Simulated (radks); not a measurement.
Charge is removed step by step from the 3d (averaged over the sub-levels emptied) level of neutral tellurium, starting from [Kr] 4d10 5s2 5p4. All-electron calculation, Dirac Kohn-Sham, PBE, spin-unpolarised, spherical densities, finite nucleus; open shells are shared between the two j in proportion to 2j + 1; Fermi nuclear charge, rms radius 4.7423 fm. Program: a radial shooting solver on a logarithmic mesh with Libxc functionals.

removed (e) = 0: E - E(0) (eV) 0.000; eigenvalue (eV) -559.38; E minus straight line (eV) 0.000
removed (e) = 0.1: E - E(0) (eV) 56.159; eigenvalue (eV) -563.81; E minus straight line (eV) -2.039
removed (e) = 0.2: E - E(0) (eV) 112.76; eigenvalue (eV) -568.26; E minus straight line (eV) -3.633
removed (e) = 0.3: E - E(0) (eV) 169.81; eigenvalue (eV) -572.76; E minus straight line (eV) -4.780
removed (e) = 0.4: E - E(0) (eV) 227.31; eigenvalue (eV) -577.28; E minus straight line (eV) -5.476
removed (e) = 0.5: E - E(0) (eV) 285.27; eigenvalue (eV) -581.84; E minus straight line (eV) -5.718
removed (e) = 0.6: E - E(0) (eV) 343.68; eigenvalue (eV) -586.43; E minus straight line (eV) -5.502
removed (e) = 0.7: E - E(0) (eV) 402.56; eigenvalue (eV) -591.06; E minus straight line (eV) -4.825
removed (e) = 0.8: E - E(0) (eV) 461.90; eigenvalue (eV) -595.71; E minus straight line (eV) -3.685
removed (e) = 0.9: E - E(0) (eV) 521.70; eigenvalue (eV) -600.40; E minus straight line (eV) -2.077
removed (e) = 1: E - E(0) (eV) 581.98; eigenvalue (eV) -605.11; E minus straight line (eV) 0.000

Removing the whole electron costs 581.98 eV by Delta-SCF, against 559.38 eV from minus the eigenvalue at the starting occupation. Slater's transition state (half an electron removed) gives 581.84 eV. Integrating minus the eigenvalue over the occupation (Janak's theorem) gives 581.98 eV. The mean slope of the eigenvalue, de/dn, is 45.7 eV per electron.
